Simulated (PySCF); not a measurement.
**Worked example: chemical shift, span and skew from a shielding tensor**

Si(CCH)(OH)3 (C₂H₄O₃Si), SMILES C#C[Si](O)(O)O. Atoms are numbered in the order given.

```xyz
10

C      0.0000     0.0000     2.7138
C      0.0000     0.0000     1.4844
Si     0.0000     0.0000    -0.3573
O      1.2497    -0.9335    -0.9273
O      0.1836     1.5491    -0.9273
O     -1.4333    -0.6155    -0.9273
H      0.0000     0.0000     3.7964
H      1.2769    -1.8403    -0.5761
H      0.9553     2.0260    -0.5761
H     -2.2322    -0.1857    -0.5761
```
Charge 0, spin multiplicity 1.

The structure is a stationary point at PBE-D3(BJ)/def2-SVP. This is a generated structure with no PubChem entry under its InChIKey; it may be hypothetical. The values are those of a single conformer.

GIAO shieldings from KT2/pcSseg-1 (PySCF), non-relativistic, no solvent. The symmetric part of the tensor of C2 has the principal values 14.9, 14.9, 291.5 ppm. The same nucleus in TMS has σ = 185.1 ppm at this level (PySCF, at its B3LYP-D3(BJ)/def2-TZVP geometry).

### Question
Work out the isotropic shielding, the ¹³C shift against TMS, the span and the skew.

### Answer

σ(iso) = (σ11 + σ22 + σ33)/3 = 107.1 ppm. δ = σ(ref) − σ(iso) = 185.1 − (107.1) = 78.0 ppm.
Span Ω = σ33 − σ11 = 276.6 ppm. Skew κ = 3(σ(iso) − σ22)/Ω = 1.00, an axial tensor. Tumbling in solution averages the tensor to δ; in a static solid the shielding alone would spread this spin-1/2 line over Ω.
